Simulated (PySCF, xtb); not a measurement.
AsH3, SMILES [AsH3].

GFN2-xTB in xtb at its own geometry gives an orbital gap of 6.51 eV and a dipole moment of 0.35 D.

Geometry: B3LYP-D3(BJ)/def2-TZVPD.

What does HF/def2-TZVPD run with PySCF give? (An estimate is asked for; the answer gives what the named calculation found.)

gap 12.44 eV (levels -10.37 and 2.07 eV), dipole 0.34 D.
